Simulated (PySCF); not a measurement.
## Electronic absorption of C5H11OP

Compound: C₅H₁₁OP.
InChI=1S/C5H11OP/c1-4-5-7(2,3)6/h4H,1,5H2,2-3H3

Level of theory: PySCF 2.14.0, density-fitted response routines, TDDFT B3LYP/def2-SVPD, vertical, gas phase, core orbitals frozen in the response. One conformer (not necessarily the lowest) at the GFN2-xTB geometry, without solvent, vibrations or thermal averaging. Torsions of this conformer, `[CH2:1]=[CH:2][CH2:3][P:4]([CH3:5])([CH3:6])=[O:7]`: C1–C2–C3–P4 -102°, C2–C3–P4–C5 -53°.

Question: List the vertical singlet excitations with oscillator strengths and describe the spectrum.

Answer: 

```tsv
state	E (eV)	ν̃ (cm⁻¹)	f	main configurations (H = HOMO, L = LUMO)
S1	5.89	47510	0.128	H→L (90%)
S2	6.05	48800	0.011	H-1→L (97%)
S3	6.42	51740	0.0027	H→L+1 (98%)
S4	6.78	54710	0.036	H-1→L+1 (97%)
S5	7.01	56550	0.0005	H→L+2 (96%)
S6	7.20	58090	0.044	H→L+3 (68%), H-2→L+1 (13%), H-2→L (10%)
S7	7.32	59040	0.100	H-2→L (48%), H→L+4 (31%)
S8	7.41	59740	0.086	H→L+4 (47%), H-2→L (22%), H-1→L+2 (18%)
```

Triplets, Tamm–Dancoff:

| state | E (eV) | λ (nm) | main configurations (H = HOMO, L = LUMO) |
| --- | --- | --- | --- |
| T1 | 4.32 | 286.9 | H→L (64%), H-2→L (32%) |
| T2 | 5.98 | 207.3 | H-1→L (97%) |
| T3 | 6.05 | 205.1 | H-2→L (61%), H→L (34%) |

The lowest singlet comes at 210 nm (568 kJ/mol) in the ultraviolet; it is of moderate strength; its leading configuration is HOMO→LUMO (90%). The lowest level is also the most intense of those listed (f = 0.128). Löwdin shares by element: HOMO oxygen 40%, carbon 38% or more (atoms not listed hold the other 22%); LUMO carbon 71% or more, hydrogen 6% or more (atoms not listed hold the other 22%). Of the 8 states listed, 6 reach f = 0.01 and 1 stays under 0.0005. Weighted by f, the mean energy of these states is 6.79 eV. The oscillator strengths of these states sum to 0.407; summed over the whole spectrum of an exact calculation they would give the number of electrons, 64 (Thomas–Reiche–Kuhn). The window holds the lowest 8 singlets.
